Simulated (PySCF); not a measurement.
Radial density of S (sulfur, neutral)

B2PLYP, [Ne] 3s1 3p5, 3s spin antiparallel (an excited configuration). All numbers are calculated (PySCF 2.14, the non-relativistic Hamiltonian (point nucleus), in dyall-av3z).

```tsv
r (bohr)	4πr²ρ (e/bohr)	4πr²(ρα − ρβ)
0.00157	0.07878	-0.0003
0.00265	0.2154	-0.0008
0.00445	0.5751	-0.0021
0.00749	1.477	-0.0053
0.0126	3.549	-0.0126
0.0212	7.636	-0.0265
0.0356	13.67	-0.0438
0.0599	18.16	-0.0419
0.101	15.79	0.0101
0.170	12.12	0.0409
0.285	16.77	-0.0720
0.480	13.87	-0.0426
0.807	3.837	-0.0845
1.36	3.314	-0.3125
2.28	2.175	0.0922
3.84	0.3274	0.0767
6.46	0.008209	0.0033
```

With the s spin flipped the determinant is a mixture of two multiplicities, not a spectroscopic state.
